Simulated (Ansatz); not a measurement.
Harmonic vibrations of ClH₂Sn (`[Cl][SnH2]`) radical by finite differences.

```yaml
crystal:
  periodic: [false, false, false]
  atoms:
    - {symbol: Cl, position_ang: [-1.882577, 0.398354, -0.584972]}
    - {symbol: Sn, position_ang: [0.379967, -0.179589, -0.397055]}
    - {symbol: H, position_ang: [0.412472, -1.500016, 0.709616]}
    - {symbol: H, position_ang: [1.145538, 1.221050, 0.252111]}
basis:
  gaussian: {orbitals: def2-TZVP}
magnetization: {spin_polarized: true, initial_magnetization: 1}
hamiltonian: {xc: pbe0, dispersion: d4}
phonons: {temperatures: {t_min: 298.15, t_max: 900, t_step: 200}}
```

```sh
$ ansatz run in.yaml --threads 2 --pin off --events-out ev --progress --plain
```

It prints (some lines left out):

```
Functional definition: PBE0
mean field -18383.11115239 eV, -675.5668743302 hartree, gradient 2.6e-5 eV, S^2 0.752336; 0 other end points of the search recorded, 0 dependent functions left out
mean field -18383.11109494 eV, -675.5668722187 hartree, gradient 2.4e-6 eV, S^2 0.752333; 0 other end points of the search recorded, 0 dependent functions left out
mean field -18383.11112692 eV, -675.5668733940 hartree, gradient 2.6e-6 eV, S^2 0.752339; 0 other end points of the search recorded, 0 dependent functions left out
mean field -18383.11114735 eV, -675.5668741447 hartree, gradient 2.9e-6 eV, S^2 0.752337; 0 other end points of the search recorded, 0 dependent functions left out
mean field -18383.11115386 eV, -675.5668743841 hartree, gradient 2.8e-6 eV, S^2 0.752335; 0 other end points of the search recorded, 0 dependent functions left out
mean field -18383.11110915 eV, -675.5668727409 hartree, gradient 1.2e-6 eV, S^2 0.752339; 0 other end points of the search recorded, 0 dependent functions left out
mean field -18383.11109846 eV, -675.5668723483 hartree, gradient 1.5e-6 eV, S^2 0.752333; 0 other end points of the search recorded, 0 dependent functions left out
mean field -18383.11110780 eV, -675.5668726915 hartree, gradient 1.7e-6 eV, S^2 0.752328; 0 other end points of the search recorded, 0 dependent functions left out
mean field -18383.11110809 eV, -675.5668727019 hartree, gradient 1.7e-6 eV, S^2 0.752345; 0 other end points of the search recorded, 0 dependent functions left out
mean field -18383.11115338 eV, -675.5668743663 hartree, gradient 2.6e-6 eV, S^2 0.752335; 0 other end points of the search recorded, 0 dependent functions left out
mean field -18383.11114511 eV, -675.5668740627 hartree, gradient 2.5e-6 eV, S^2 0.752338; 0 other end points of the search recorded, 0 dependent functions left out
mean field -18383.11112229 eV, -675.5668732239 hartree, gradient 2.3e-6 eV, S^2 0.752331; 0 other end points of the search recorded, 0 dependent functions left out
mean field -18383.11113272 eV, -675.5668736072 hartree, gradient 2.0e-6 eV, S^2 0.752341; 0 other end points of the search recorded, 0 dependent functions left out
mean field -18383.11113828 eV, -675.5668738115 hartree, gradient 1.4e-6 eV, S^2 0.752343; 0 other end points of the search recorded, 0 dependent functions left out
mean field -18383.11113228 eV, -675.5668735911 hartree, gradient 1.4e-6 eV, S^2 0.752330; 0 other end points of the search recorded, 0 dependent functions left out
Total energy: -18383.17230925 eV, -675.5691218034 hartree
Atom 0 at    -1.882577     0.398354    -0.584972 Å, force     0.000062    -0.000018    -0.000009 eV/Å
Atom 1 at     0.379967    -0.179589    -0.397055 Å, force    -0.000117     0.000025    -0.000036 eV/Å
Atom 2 at     0.412472    -1.500016     0.709616 Å, force     0.000068     0.000149    -0.000003 eV/Å
Atom 3 at     1.145538     1.221050     0.252111 Å, force    -0.000014    -0.000157     0.000048 eV/Å
Dipole moment:     0.490374    -0.133128    -0.006065 e Å
Vibrations: 363.11 477.77 555.79 680.03 1829.02 1878.90 cm⁻¹, zero-point energy 0.358601 eV
```

It took 9.5 s on 2 threads of a server CPU on a shared host, with 0.23 GiB of host memory at the peak.
